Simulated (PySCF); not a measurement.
Cl₂MoO₂ (SMILES [O]=[Mo](=[O])([Cl])[Cl]), singlet, at a GFN2-xTB geometry (such geometries of metal compounds can be far from the true shape) (core potentials on Mo); PySCF with PBE0/def2-SV(P).

Here is a job for PySCF.
```python
from pyscf import gto, scf, dft

mol = gto.M(
    atom='''
Mo    0.298668   -0.055206    0.098626
O     1.452282   -0.587896   -0.930250
O     0.741126    0.182461    1.654554
Cl   -0.459639    1.801845   -0.663469
Cl   -1.310439   -1.474660    0.078957
''',
    basis='def2-sv(p)',
    ecp={'Mo': 'def2-sv(p)'},
    charge=0,
    spin=0,
    verbose=4,
    symmetry=True,
)

mf = dft.RKS(mol)
mf.xc = 'pbe0'
mf.irrep_nelec = {'A1': 26, 'A2': 6, 'B1': 20, 'B2': 12}
mf.kernel()
mf.analyze()
```

Task: Write the output that PySCF gives for this input, abridged.

Result: 
```
PySCF version 2.14.0

[INPUT] verbose = 4
[INPUT] num. atoms = 5
[INPUT] num. electrons = 64
[INPUT] charge = 0
[INPUT] spin (= nelec alpha-beta = 2S) = 0
[INPUT] symmetry True subgroup None
[INPUT] Mole.unit = angstrom
[INPUT] Symbol           X                Y                Z      unit          X                Y                Z       unit  Magmom
[INPUT]  1 Mo     0.298668000000  -0.055206000000   0.098626000000 AA    0.564400722172  -0.104324220433   0.186376128761 Bohr   0.0
[INPUT]  2 O      1.452282000000  -0.587896000000  -0.930250000000 AA    2.744415235636  -1.110962429727  -1.757917727377 Bohr   0.0
[INPUT]  3 O      0.741126000000   0.182461000000   1.654554000000 AA    1.400525163794   0.344801318414   3.126653918304 Bohr   0.0
[INPUT]  4 Cl    -0.459639000000   1.801845000000  -0.663469000000 AA   -0.868591826169   3.404993568917  -1.253774702139 Bohr   0.0
[INPUT]  5 Cl    -1.310439000000  -1.474660000000   0.078957000000 AA   -2.476370812949  -2.786703526851   0.149207105617 Bohr   0.0

nuclear repulsion = 339.863416089691
point group symmetry = C2v
symmetry origin: [-1.23243008e-07  2.67026518e-07  4.10810027e-07]
symmetry axis x: [-0.24549728 -0.94543029  0.21422569]
symmetry axis y: [ 0.25495485 -0.27617893 -0.9266732 ]
symmetry axis z: [ 0.93526954 -0.17287787  0.30884321]
num. orbitals of irrep A1 = 35
num. orbitals of irrep A2 = 11
num. orbitals of irrep B1 = 22
num. orbitals of irrep B2 = 20
number of shells = 38
number of NR pGTOs = 170
number of NR cGTOs = 88
basis = def2-sv(p)
ecp = {'Mo': 'def2-sv(p)'}

******** <class 'pyscf.dft.rks_symm.SymAdaptedRKS'> ********
method = SymAdaptedRKS
initial guess = minao
damping factor = 0
level_shift factor = 0
DIIS = <class 'pyscf.scf.diis.CDIIS'>
diis_start_cycle = 1
diis_space = 8
diis_damp = 0
SCF conv_tol = 1e-09
SCF conv_tol_grad = None
SCF max_cycles = 50
direct_scf = True
direct_scf_tol = 1e-13
XC library pyscf.dft.libxc version 7.1.2
    S. Lehtola, C. Steigemann, M. J. T. Oliveira, and M. A. L. Marques,  SoftwareX 7, 1–5 (2018)
XC functionals = pbe0
    C. Adamo and V. Barone,  J. Chem. Phys. 110, 6158 (1999)
    M. Ernzerhof and G. E. Scuseria,  J. Chem. Phys. 110, 5029 (1999)
radial grids:
    Treutler-Ahlrichs [JCP 102, 346 (1995); DOI:10.1063/1.469408] (M4) radial grids

becke partition: Becke, JCP 88, 2547 (1988); DOI:10.1063/1.454033
pruning grids: <function nwchem_prune>
grids dens level: 3
symmetrized grids: True
atomic radii adjust function: <function treutler_atomic_radii_adjust>
small_rho_cutoff = 0
Freeze 64 electrons in irreps ['A1', 'A2', 'B1', 'B2']
    0 free electrons in irreps
Set gradient conv threshold to 3.16228e-05
Initial guess from minao.
tot grids = 88368
init E= -1130.9521906125
HOMO (B1) = -0.317407359843268  LUMO (B2) = -0.588328616413366  gap/eV = -7.37214

WARN: A1 LUMO -0.370438349374233 < system HOMO -0.317407359843268

WARN: A2 HOMO -0.584454454565666 > system LUMO -0.588328616413366

WARN: A2 LUMO -0.347369639332328 < system HOMO -0.317407359843268

WARN: B1 HOMO -0.317407359843268 > system LUMO -0.588328616413366

WARN: B2 LUMO -0.588328616413366 < system HOMO -0.317407359843268

cycle= 1 E= -1137.25533476882  delta_E= -6.3  |g|= 1.36  |ddm|= 3.98
HOMO (B1) = 0.0433691128560296  LUMO (A1) = -0.0367051280868935  gap/eV = -2.17893

WARN: A1 LUMO -0.0367051280868935 < system HOMO 0.0433691128560296

WARN: B1 HOMO 0.0433691128560296 > system LUMO -0.0367051280868935

WARN: B2 LUMO 0.0366146699246581 < system HOMO 0.0433691128560296

cycle= 2 E= -1131.53685278765  delta_E= 5.72  |g|= 4.59  |ddm|= 6.21
HOMO (B1) = -0.020490522423148  LUMO (B2) = -0.268561436126041  gap/eV = -6.75035

WARN: B1 HOMO -0.020490522423148 > system LUMO -0.268561436126041

WARN: B2 LUMO -0.268561436126041 < system HOMO -0.020490522423148

cycle= 3 E= -1137.47957713406  delta_E= -5.94  |g|= 0.997  |ddm|= 5.22
HOMO (B1) = -0.133596368021308  LUMO (B2) = -0.337210457395511  gap/eV = -5.54062

WARN: B1 HOMO -0.133596368021308 > system LUMO -0.337210457395511

WARN: B2 LUMO -0.337210457395511 < system HOMO -0.133596368021308

cycle= 4 E= -1137.74957336261  delta_E= -0.27  |g|= 0.475  |ddm|= 1.86
HOMO (B1) = -0.094363174633576  LUMO (B2) = -0.319755812173807  gap/eV = -6.13325

WARN: B1 HOMO -0.094363174633576 > system LUMO -0.319755812173807

WARN: B2 LUMO -0.319755812173807 < system HOMO -0.094363174633576

cycle= 5 E= -1137.75658411485  delta_E= -0.00701  |g|= 0.364  |ddm|= 0.846
HOMO (B1) = -0.100937844645945  LUMO (B2) = -0.326482192803407  gap/eV = -6.13737

WARN: B1 HOMO -0.100937844645945 > system LUMO -0.326482192803407

WARN: B2 LUMO -0.326482192803407 < system HOMO -0.100937844645945

cycle= 6 E= -1137.80109259624  delta_E= -0.0445  |g|= 0.0773  |ddm|= 0.432
HOMO (B1) = -0.114936265955299  LUMO (B2) = -0.330494419001294  gap/eV = -5.86564

WARN: B1 HOMO -0.114936265955299 > system LUMO -0.330494419001294

WARN: B2 LUMO -0.330494419001294 < system HOMO -0.114936265955299

cycle= 7 E= -1137.80330778455  delta_E= -0.00222  |g|= 0.0183  |ddm|= 0.157
HOMO (B1) = -0.112099194064915  LUMO (B2) = -0.327128355414597  gap/eV = -5.85124

WARN: B1 HOMO -0.112099194064915 > system LUMO -0.327128355414597

WARN: B2 LUMO -0.327128355414597 < system HOMO -0.112099194064915

cycle= 8 E= -1137.80337867981  delta_E= -7.09e-05  |g|= 0.012  |ddm|= 0.0394
HOMO (B1) = -0.112034353645184  LUMO (B2) = -0.327119161663053  gap/eV = -5.85276

WARN: B1 HOMO -0.112034353645184 > system LUMO -0.327119161663053

WARN: B2 LUMO -0.327119161663053 < system HOMO -0.112034353645184

cycle= 9 E= -1137.80339443001  delta_E= -1.58e-05  |g|= 0.0103  |ddm|= 0.00812
HOMO (B1) = -0.111941317433582  LUMO (B2) = -0.326996485961496  gap/eV = -5.85195

WARN: B1 HOMO -0.111941317433582 > system LUMO -0.326996485961496

WARN: B2 LUMO -0.326996485961496 < system HOMO -0.111941317433582

cycle= 10 E= -1137.80342186621  delta_E= -2.74e-05  |g|= 0.00377  |ddm|= 0.00724
HOMO (B1) = -0.111809076254  LUMO (B2) = -0.326834669256441  gap/eV = -5.85114

WARN: B1 HOMO -0.111809076254 > system LUMO -0.326834669256441

WARN: B2 LUMO -0.326834669256441 < system HOMO -0.111809076254

cycle= 11 E= -1137.80342574826  delta_E= -3.88e-06  |g|= 0.000919  |ddm|= 0.00352
HOMO (B1) = -0.111793346014426  LUMO (B2) = -0.32680302337343  gap/eV = -5.85071

WARN: B1 HOMO -0.111793346014426 > system LUMO -0.32680302337343

WARN: B2 LUMO -0.32680302337343 < system HOMO -0.111793346014426

cycle= 12 E= -1137.80342596559  delta_E= -2.17e-07  |g|= 0.000227  |ddm|= 0.000699
HOMO (B1) = -0.111790032046895  LUMO (B2) = -0.326795405466475  gap/eV = -5.85059

WARN: B1 HOMO -0.111790032046895 > system LUMO -0.326795405466475

WARN: B2 LUMO -0.326795405466475 < system HOMO -0.111790032046895

cycle= 13 E= -1137.80342598059  delta_E= -1.5e-08  |g|= 3.24e-05  |ddm|= 0.000257
HOMO (B1) = -0.111789401723982  LUMO (B2) = -0.326794613432372  gap/eV = -5.85059

WARN: B1 HOMO -0.111789401723982 > system LUMO -0.326794613432372

WARN: B2 LUMO -0.326794613432372 < system HOMO -0.111789401723982

cycle= 14 E= -1137.80342598092  delta_E= -3.3e-10  |g|= 5.3e-06  |ddm|= 4.08e-05
HOMO (B1) = -0.111789347203789  LUMO (B2) = -0.326793639172225  gap/eV = -5.85056

WARN: B1 HOMO -0.111789347203789 > system LUMO -0.326793639172225

WARN: B2 LUMO -0.326793639172225 < system HOMO -0.111789347203789

Extra cycle  E= -1137.80342598069  delta_E= 2.31e-10  |g|= 2.99e-05  |ddm|= 3.62e-05
converged SCF energy = -1137.80342598069
**** SCF Summaries ****
Total Energy =                       -1137.803425980693419
Nuclear Repulsion Energy =             339.863416089690816
One-electron Energy =                -2269.364667921093769
Two-electron Energy =                  791.697825850709478
Two-electron Coulomb Energy =          872.801572134334378
DFT Exchange-Correlation Energy =      -81.103746283624858
HOMO-LUMO gap [eV] =                    -5.850564784709912
Wave-function symmetry = A1
occupancy for each irrep:     A1   A2   B1   B2
                              13    3   10    6
**** MO energy ****
MO #1 (A1 #1), energy= -101.717461022204 occ= 2
MO #2 (B1 #1), energy= -101.717436119736 occ= 2
MO #3 (B2 #1), energy= -19.3123954775824 occ= 2
MO #4 (A1 #2), energy= -19.3123919130262 occ= 2
MO #5 (A1 #3), energy= -9.57065644256339 occ= 2
MO #6 (B1 #2), energy= -9.57064596024153 occ= 2
MO #7 (B2 #2), energy= -7.30782839872222 occ= 2
MO #8 (A2 #1), energy= -7.30782783024567 occ= 2
MO #9 (A1 #4), energy= -7.305006744934 occ= 2
MO #10 (B1 #3), energy= -7.30499943923223 occ= 2
MO #11 (A1 #5), energy= -7.30268913299653 occ= 2
MO #12 (B1 #4), energy= -7.30268609930855 occ= 2
MO #13 (A1 #6), energy= -2.65758480819151 occ= 2
MO #14 (B2 #3), energy= -1.71848986116147 occ= 2
MO #15 (A1 #7), energy= -1.65214912006908 occ= 2
MO #16 (B1 #5), energy= -1.63431437688836 occ= 2
MO #17 (A1 #8), energy= -1.00642765151349 occ= 2
MO #18 (B2 #4), energy= -0.976401919302265 occ= 2
MO #19 (A1 #9), energy= -0.869635429171801 occ= 2
MO #20 (B1 #6), energy= -0.863608937181278 occ= 2
MO #21 (A1 #10), energy= -0.499415357118174 occ= 2
MO #22 (B2 #5), energy= -0.492142333567668 occ= 2
MO #23 (A2 #2), energy= -0.48484587777743 occ= 2
MO #24 (B1 #7), energy= -0.461825684322465 occ= 2
MO #25 (A1 #11), energy= -0.440849305264576 occ= 2
MO #26 (A1 #12), energy= -0.428179371222123 occ= 2
MO #27 (B1 #8), energy= -0.406503375129232 occ= 2
MO #28 (A1 #13), energy= -0.390518127459016 occ= 2
MO #29 (B2 #6), energy= -0.38494519756426 occ= 2
MO #30 (A2 #3), energy= -0.369161197652135 occ= 2
MO #31 (B1 #9), energy= -0.365242257198487 occ= 2
MO #32 (B1 #10), energy= -0.111789347203789 occ= 2
MO #33 (B2 #7), energy= -0.326793639172225 occ= 0
MO #34 (A1 #14), energy= -0.0752244988220028 occ= 0
MO #35 (A2 #4), energy= -0.0565616706625329 occ= 0
MO #36 (A1 #15), energy= 0.00086711016549221 occ= 0
MO #37 (B2 #8), energy= 0.00968704476318205 occ= 0
MO #38 (A1 #16), energy= 0.0251853223222499 occ= 0
MO #39 (B1 #11), energy= 0.0594115135996556 occ= 0
MO #40 (A1 #17), energy= 0.0595813148188249 occ= 0
Dipole moment(X, Y, Z, Debye): -0.58936,  0.10894, -0.19462
```
